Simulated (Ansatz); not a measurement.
BClH₂Te, SMILES `ClB[TeH]`, relaxed with RKS PBE-D4/def2-SVP in Ansatz from a rough embedded geometry. The force threshold is 0.03 eV/Å; the program also tests the step.

Charge 0, multiplicity 1. Te takes the def2 core potential.

Start:

```xyz
5

Cl   -1.509   -1.531    0.021
B    -0.396   -0.151    0.561
Te    0.269    1.308   -0.924
H    -0.024    0.011    1.627
H     1.660    0.363   -1.285
```

Question: By how much does the energy fall, and how many steps does the optimiser take? (Estimate.)

Answer: The calculation gave: 0.88 eV, in 12 steps.

Question: Which bonds change most? (An estimate is asked.)

Answer: Ansatz gave: Cl1–B2 from 1.853 to 1.753 Å; B2–H4 from 1.141 to 1.211 Å; B2–Te3 from 2.185 to 2.142 Å; Te3–H5 from 1.720 to 1.683 Å.

Question: Give the relaxed structure. (An estimate is asked.)

Answer: Ansatz gave: 
```xyz
5

Cl   -0.862   -1.674    0.023
B    -0.325   -0.115    0.620
Te    0.863    1.266   -0.507
H    -0.629    0.234    1.739
H     0.954    0.289   -1.875
```
